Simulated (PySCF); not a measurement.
**MgSb: energy against distance**

Set-up: Mg def2-SVP, Sb def2-SVP with ECP28; scalar-relativistic core potentials (PySCF 2.14). Energies in eV from Mg + Sb in their ground configurations at the same level. All curves are PBE0. state 1: ⁴Σ⁻ (quartet), unpaired electrons σ ↑, π ↑↑; state 2: Ms = 0.5 determinant of mixed spin (⟨S²⟩ near 1.8), unpaired electrons σ ↓, π ↑↑, a second solution, started from another occupation; state 3: Ms = 0.5 determinant of mixed spin (⟨S²⟩ near 1.8), unpaired electrons σ ↑, π ↑↓, a mixture of terms (⟨Lz²⟩ = 2.0), a second solution, started from another occupation; state 4: ²Π (doublet), unpaired electrons π ↑, a second solution, started from another occupation.

| R (Å) | state 1 | state 2 | state 3 | state 4 |
| --- | --- | --- | --- | --- |
| 2.483 | -0.2184 | -0.0855 | 0.1529 | -0.1170 |
| 2.598 | -0.4476 | -0.3018 | -0.0678 | -0.1702 |
| 2.714 | -0.5675 | -0.4044 | -0.1762 | -0.1362 |
| 2.800 | -0.6070 | -0.4279 | -0.2051 | -0.0731 |
| 2.887 | -0.6157 | -0.4179 | -0.2016 | 0.0111 |
| 2.974 | -0.6025 | -0.3833 | -0.1747 | 0.1087 |
| 3.089 | -0.5623 | -0.3107 | -0.1142 | 0.2503 |
| 3.233 | -0.4926 | -0.1950 | -0.0167 | 0.4321 |
| 3.407 | -0.4005 | -0.0430 | 0.1099 | 0.6419 |
| 3.638 | -0.2881 | 0.1486 | 0.2653 | 0.8885 |

Q: Put a parabola through the three lowest points of the state 1 curve and estimate Re, k and ωe (reduced mass 20.01 u; 1 eV/Å² = 0.16022 mdyn/Å; ωe = 1302.8·√(k/μ) cm⁻¹).

A: Through R = 2.8, 2.887, 2.974 Å the second-order coefficient is 1.45 eV/Å², so Re ≈ 2.878 Å, k ≈ 0.464 mdyn/Å and ωe ≈ 198 cm⁻¹. A polynomial fit of higher order to the unrounded PBE0 energies gives Re = 2.873 Å, k = 0.493 mdyn/Å, ωe = 204 cm⁻¹; anharmonicity and rounding make the difference.

The higher-order fit for each curve: state 1: Re = 2.873 Å, ωe = 204 cm⁻¹, De = 0.62 eV; state 2: Re = 2.814 Å, ωe = 240 cm⁻¹, minimum 0.428 eV below the ground-state fragments; state 3: Re = 2.832 Å, ωe = 228 cm⁻¹, minimum 0.207 eV below the ground-state fragments; state 4: Re = 2.603 Å, ωe = 294 cm⁻¹, minimum 0.170 eV below the ground-state fragments.

These are scalar-relativistic numbers at best; spin–orbit coupling would shift them, the dissociation energy most. The state was picked by a PBE0 search and need not be the measured ground state.
